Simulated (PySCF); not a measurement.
## Computed vibrations of [Gd(OH)2]+

[Gd(OH)2]+ (singlet in the valence; each metal's 4f electrons, 7 of them, lie in its core potential, out of spins and levels). PySCF 2.14.0, RKS PBE0, Gd lcecp-1-SVP with ECP53, O def2-SVP, H def2-SVP; non-relativistic Hamiltonian with scalar-relativistic core potentials where named; density fitting; no spin-orbit coupling. Central differences of gradients.

```xyz
5

Gd    0.0000    0.0000   -0.2037
O     1.6353   -0.0340    0.9038
H     2.2869   -0.0475    1.6129
O    -1.6353    0.0340    0.9038
H    -2.2869    0.0475    1.6129
```

Run from Python with OMP_NUM_THREADS=2. Where DIIS fails, smearing, a level shift and second-order steps follow.
It took 24 s on 2 threads of Arm Neoverse V1 (shared host).

**Question.** What are the harmonic wavenumbers and infrared intensities?

**Answer.** Modes are labelled in C2v; negative numbers are unstable modes, those under 60 cm⁻¹ near the noise; a finer grid moves soft modes by up to 10 cm⁻¹.
```
cm⁻¹  km/mol  symmetry
 144     1.0        a1
 452   213.1        b2
 531   191.8        a1
 557     0.0        a2
 574   436.2        b1
 684   182.1        b2
 712    71.8        a1
3928   435.4        b2
3934   307.1        a1
```

**Question.** Is this a minimum?

**Answer.** Yes. Ideal gas at 298.15 K and 1 bar: S = 313.1 J/(mol K), Cp = 68.1 J/(mol K), H − H(0 K) = 14.4 kJ/mol (rigid rotor, harmonic modes, spin degeneracy alone, that of the 4f electrons in the core included).

An lcecp potential fixes the number of 4f electrons, so in runs with it no electron can move into or out of that shell.
